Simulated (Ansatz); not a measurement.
Calculated with Ansatz (gas phase, PBE0-D4/def2-TZVP geometries, no zero-point term in ΔE). CCSD(T)/CBS adds triple-zeta CCSD(T) − MP2 to the extrapolated MP2 energy (def2 sets, frozen cores). This one scheme is used for every species. DFT in def2-TZVPP. For Se outer-core shells are correlated without core-valence functions, which leaves a few kJ/mol of doubt a bond. Scalar relativity is left out up to krypton. Each species was taken in one conformer, which may not be the lowest.

Consider the cleavage of the B–B bond: `ClBB[SeH]` + NH₃ → `NB[SeH]` + `BCl`.

Question: Is it downhill or uphill in electronic energy at CCSD(T)/CBS, and by how much? (Estimate.)

Answer: Computed: Downhill: ΔE = -118.9 kJ/mol.

Question: What do these levels give: PBE-D4, BLYP-D4, r2SCANh-D4, r2SCAN0-D4, CAM-B3LYP-D4, revPBE, BLYP, r2SCAN, CAM-B3LYP, LC-ωPBE, CCSD(T)/def2-SVP, CCSD(T)/def2-TZVPP? (Estimate.)

Answer: The calculation gave: PBE-D4 -112.1, BLYP-D4 -118.2, r2SCANh-D4 -120.7, r2SCAN0-D4 -122.7, CAM-B3LYP-D4 -128.5, revPBE -111.6, BLYP -121.6, r2SCAN -119.9, CAM-B3LYP -130.8, LC-ωPBE -125.1, CCSD(T)/def2-SVP -137.2, CCSD(T)/def2-TZVPP -120.9 kJ/mol.

Largest T1 diagnostic among the species: 0.014.

At CCSD(T), def2-SVP lies −18.3 kJ/mol from the extrapolated value and def2-TZVPP −2.0 kJ/mol. From r2SCAN to r2SCAN0 (25 % exact exchange), in def2-TZVPP and without D4, ΔE moves by −3.7 kJ/mol. Leaving LDA and LC-ωPBE aside and taking each functional with its dispersion term where it has one, the values, not all of them listed here, spread over 18.0 kJ/mol, from CAM-B3LYP-D4 to revPBE-D4. LDA lies −7.6 kJ/mol from PBE without D4.
